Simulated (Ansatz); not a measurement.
Coupled-cluster diagnostics for the cluster Si₅Cl₂, Ansatz.

Geometry of the singlet (r2SCAN-D4/def2-SVP):

```csv
atom,x (Å),y (Å),z (Å)
Si1,0.4415,0.2890,-0.0302
Si2,-0.1922,-2.2381,0.6848
Si3,-2.4640,-2.2202,0.4470
Si4,1.8308,-1.3565,0.6098
Si5,0.1541,2.4631,-0.7665
Cl6,2.1655,3.1119,-0.7763
Cl7,-1.9357,-0.0492,-0.1686
```

Correlated methods freeze 35 core orbitals. Another isomer (singlet) lies 2.29 eV lower at PBE0-D4/def2-TZVP; other spin states weren't run for this one.

Question: Estimate the CCSD(T) correlation energy, the shares of MP2 and (T), T1 and the reference's ⟨S²⟩ for: charge 0, singlet, own geometry in def2-SVP; and the rough time on 4 threads of Intel Xeon on a shared host.

Answer: 
```json
{"state": "charge 0, singlet, own geometry", "basis": "def2-SVP", "correlation (eV)": "-22.109", "MP2 share (%)": "86.8", "(T) share (%)": "5.6", "T1": "0.030", "⟨S²⟩ (pure)": "0.00 (0.00)", "wall time": "49 s", "remarks": "large T1, restricted SCF unstable"}
```
Customary marks for T1 are 0.02 (closed shells), 0.045 (open shells) and about 0.05 (3d metals). T1 exceeds 0.02 in 1 of 1 rows and 0.045 in 0; the higher it lies, the less the single-reference result can be trusted.
